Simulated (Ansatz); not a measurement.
Basis-set series for `B[NH][GeH]([CH3])[F]`. Charge 0, multiplicity 1. Geometry: relaxed with PBE0-D4/def2-TZVP. It is one conformer, not always the lowest.

```csv
functional,basis,functions,energy (Eh),HOMO (eV),LUMO (eV)
PBE0-D4,def2-SVP,123,-2297.92168,-8.66,0.05
PBE0-D4,def2-QZVPP,527,-2298.50661,-8.74,-0.23
ωB97M-V,def2-SVP,123,-2298.21184,-10.91,2.13
ωB97M-V,def2-QZVPP,527,-2298.80440,-11.02,1.40
```

Problem. Give the rows for def2-TZVPP. (Estimate.)

Solution. Ansatz gave: 
```
functional       basis  functions  energy (Eh)  HOMO (eV)  LUMO (eV)
   PBE0-D4  def2-TZVPP        270  -2298.44826      -8.72      -0.16
   ωB97M-V  def2-TZVPP        270  -2298.74799     -11.00       1.69
```

Positive LUMOs are unbound and depend on the basis. Scalar relativity is left out up to krypton.
